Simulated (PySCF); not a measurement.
A side-by-side comparison of computed properties.

First species: C₅H₁₀Si.
SMILES: `C=C/C=C(\C)[SiH3]`

Second species: C5H6Cl2.
Cartesian coordinates in Å at the GFN2-xTB level; atoms count from 1:
```
atom  x, y, z in Å
Cl1    2.9074    0.7062   -1.1109
C2     1.7179   -0.4985   -0.8047
C3     0.5665   -0.2236   -0.2214
C4    -0.6389   -1.0484    0.1444
C5    -1.3271    0.2395    0.6373
C6    -0.0568    1.0375    0.2996
Cl7   -0.2753    2.3150   -0.9280
H8     1.9936   -1.4890   -1.1322
H9    -0.4481   -1.7891    0.9187
H10   -1.1209   -1.5375   -0.6997
H11   -2.1904    0.5344    0.0479
H12   -1.5899    0.2486    1.6919
H13    0.4577    1.5051    1.1392
```

Levels: CAM-B3LYP/def2-SVPD for dipole moment, HOMO energy, LUMO energy, HOMO–LUMO gap, static isotropic polarisability and electronic spatial extent ⟨r²⟩ about the centre of nuclear charge; TDDFT CAM-B3LYP/def2-SVPD for lowest singlet excitation; TDA CAM-B3LYP/def2-SVPD for lowest triplet excitation (Tamm–Dancoff); GFN2-xTB for rotational constant A and rotational constant C. Geometries: GFN2-xTB. Each species is one conformer at its optimised geometry, gas phase, non-relativistic unless stated; the electronic structure was computed with PySCF and density fitting.

Dipoles, sizes and rotational constants follow the conformer. The torsions of the flexible species, by atom-mapped SMILES:
- `[CH2:1]=[CH:2]/[CH:3]=[C:4](\[CH3:5])[SiH3:6]`: C1–C2–C3–C4 179°

| property | column X | column Y |
| --- | --- | --- |
| dipole moment | 0.71 D | 3.20 D |
| HOMO energy | -7.84 eV | -8.59 eV |
| LUMO energy | -0.07 eV | 0.21 eV |
| HOMO–LUMO gap | 7.77 eV | 8.80 eV |
| lowest singlet excitation | 5.38 eV | 6.05 eV |
| lowest triplet excitation (Tamm–Dancoff) | 2.99 eV | 3.85 eV |
| static isotropic polarisability | 95.9 au | 85.0 au |
| electronic spatial extent ⟨r²⟩ about the centre of nuclear charge | 1044 bohr² | 1172 bohr² |
| rotational constant A | 5.945 GHz | 2.453 GHz |
| rotational constant C | 1.151 GHz | 0.947 GHz |

Q: Which column belongs to which species?

A: Column X is the first species and column Y the second. The first has 16 atoms and 54 electrons, the second 13 and 70.

Q: How does each property change from the first species to the second?

A: dipole moment +2.49 D; HOMO energy -0.75 eV; LUMO energy +0.28 eV; HOMO–LUMO gap +1.03 eV; lowest singlet excitation +0.67 eV; lowest triplet excitation (Tamm–Dancoff) +0.86 eV; static isotropic polarisability -10.9 au; electronic spatial extent ⟨r²⟩ about the centre of nuclear charge +128 bohr²; rotational constant A -3.492 GHz; rotational constant C -0.204 GHz.

On the first: S1 lies 2.39 eV below the HOMO–LUMO gap; its leading configuration is HOMO→LUMO, weight 0.98. The principal polarisabilities are 64.8, 83.8 and 139.3 au; their mean is the isotropic value.

On the second: In wavenumbers S1 is 48800 cm⁻¹ (1 eV = 8065.54 cm⁻¹). No computed singlet falls in the visible range (750 to 380 nm, 1.65 to 3.26 eV); S1 lies 2.79 eV above its blue end.
